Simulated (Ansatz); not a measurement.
Reaction (ligand exchange at the Si–C bond): `C[Si@H](O)[Si@H](O)F` + HCl → `O[Si@H](Cl)[Si@@H](O)F` + CH₄

Calculated with Ansatz (gas phase, PBE0-D4/def2-TZVP geometries, no zero-point term in ΔE). CCSD(T)/CBS is the MP2 limit (def2-TZVPP, def2-QZVPP) plus CCSD(T) − MP2 in def2-TZVPP, frozen cores. This one scheme is used for every species. DFT in def2-TZVPP. HSE06 is defined as in plane-wave codes. Each species was taken in one conformer, which may not be the lowest.

`C[Si@H](O)[Si@H](O)F`:

Cartesian coordinates in Å:
```
C -2.057 0.542 -0.248
Si -0.561 -0.063 0.673
O 0.034 1.179 1.590
Si 1.211 -0.740 -0.719
O 2.526 -0.204 0.115
F 1.151 -0.016 -2.152
H -1.793 1.338 -0.945
H -2.517 -0.274 -0.813
H -2.800 0.929 0.454
H -0.943 -1.224 1.533
H 0.983 1.172 1.732
H 1.362 -2.187 -1.039
H 3.404 -0.452 -0.180
```

HCl:

Z-matrix (Å, degrees):
```
Cl
H 1 1.279
```

`O[Si@H](Cl)[Si@@H](O)F`:

Z-matrix (Å, degrees):
```
Si
F 1 1.600
Si 1 2.354 2 107.3
O 1 1.635 2 111.3 3 118.1
H 1 1.480 2 107.6 3 -126.2
O 3 1.638 1 113.7 2 -158.6
Cl 3 2.078 1 102.0 2 82.3
H 3 1.478 1 117.4 2 -34.8
H 4 0.961 1 116.8 2 -75.6
H 6 0.959 3 118.7 1 -50.5
```

CH₄:

Z-matrix (Å, degrees):
```
C
H 1 1.090
H 1 1.090 2 109.5
H 1 1.090 2 109.5 3 -120.0
H 1 1.090 2 109.5 3 120.0
```

```tsv
level	ΔE (kJ/mol)	difference from CCSD(T)/CBS
revPBE-D4	-109.9	0.1
BLYP-D4	-113.3	-3.3
r2SCAN0-D4	-113.7	-3.7
HSE06-D4	-110.2	-0.2
PBE-QIDH	-111.0	-1.0
r2SCAN	-115.0	-5.0
PBE0	-109.9	0.1
HF/def2-SVP	-111.7	-1.7
CCSD(T)/def2-SVP	-103.1	6.9
HF/def2-TZVPP	-116.9	-6.9
MP2/def2-TZVPP	-111.4	-1.4
HF/def2-QZVPP	-117.2	-7.2
MP2/def2-QZVPP	-113.8	-3.8
SCS-MP2/def2-QZVPP	-113.1	-3.1
HF/CBS(def2)	-117.3	-7.3
MP2/CBS(def2)	-115.5	-5.5
CCSD(T)/CBS	-110.0	0
```

Largest T1 diagnostic among the species: 0.012.

In def2-TZVPP, CCSD(T) changes the Hartree–Fock value by +11.0 kJ/mol (the triples alone add −0.4 kJ/mol) and MP2 by +5.5 kJ/mol. At CCSD(T), def2-SVP lies +6.9 kJ/mol from the extrapolated value and def2-TZVPP +4.1 kJ/mol. Leaving LDA and LC-ωPBE aside and taking each functional with its dispersion term where it has one, the values, not all of them listed here, spread over 5.4 kJ/mol, from BHLYP-D4 to ωB97X-V. LDA lies +5.0 kJ/mol from PBE without D4.
